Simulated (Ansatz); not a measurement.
A nudged elastic band was laid between two geometries of BF₂GaGeH₄ (9 atoms, charge 0, multiplicity 1).

Level of theory: RKS BLYP/def2-SVP (Ansatz 0.2.0).

| Property | Result |
| --- | --- |
| movable images | 7 |
| climbing image | yes |
| spring | 5.0 eV/Å² |
| optimiser | quadratic models (default) |
| start path | through a guess of the saddle point |
| force threshold | 0.05 eV/Å |
| iteration limit | 60 |
| end points | relaxed |

Image 0:

```xyz
9
Properties=species:S:1:pos:R:3
B -2.030 0.232 0.719
Ga -0.635 -0.852 -0.360
Ge 1.702 0.088 -0.406
F 2.195 0.325 1.283
F 1.564 1.737 -1.053
H -2.662 1.126 0.197
H -2.198 0.024 1.903
H -0.804 -2.200 -1.183
H 2.956 -0.526 -1.116
```

Image 8:

```xyz
9
Properties=species:S:1:pos:R:3
B -2.356 -0.425 0.411
Ga -0.329 0.039 0.419
Ge 2.125 0.251 -0.430
F 3.001 0.474 1.101
F 2.210 1.843 -1.209
H -2.799 0.567 -0.151
H -2.779 -0.753 1.500
H -2.008 -1.343 -0.357
H 3.024 -0.698 -1.300
```

**Question.** Which bonds break or form, and what moves?

**Answer.** Bonds broken: Ga2–H8. Bonds formed: B1–H8.

**Question.** What energy profile does the band end with?

**Answer.** It converged. The highest image is number 5 of 0 to 8, 0.34 eV above the first end and 1.02 eV above the last; the last end lies 0.68 eV below the first. A vibrational analysis at the climbing image gives one clearly imaginary mode, 350i cm⁻¹, and a faint second one (25i cm⁻¹) that may be numerical noise or a soft torsion: probably a first-order saddle point. The orbitals stay closed-shell, which can raise the energy where a bond breaks towards radicals; this wasn't checked here.

```csv
image,path coordinate (Å),energy (eV),Ga2–H8 (Å),B1–H8 (Å)
0,0.00,0.00,1.59,3.32
1,0.50,0.01,1.59,3.27
2,0.99,0.04,1.60,3.17
3,1.49,0.12,1.60,2.98
4,1.98,0.24,1.63,2.66
5,2.48,0.34,1.68,2.22
6,2.98,-0.02,1.84,1.65
7,3.49,-0.67,2.17,1.26
8,3.99,-0.68,2.31,1.25
```

**Question.** What is the geometry of the highest image?

**Answer.** 
```xyz
9
Properties=species:S:1:pos:R:3
B -2.333 -0.032 0.658
Ga -0.413 -0.090 0.111
Ge 2.002 0.220 -0.357
F 2.804 0.502 1.191
F 2.108 1.765 -1.214
H -3.108 0.505 -0.101
H -2.709 -0.782 1.532
H -1.171 -1.354 -0.699
H 2.909 -0.780 -1.137
```

The band took 21 iterations and of the order of 12 core-minutes.

The run took 6.4 min on 2 threads of Arm Neoverse V1, on a shared host, peak memory 0.19 GiB.
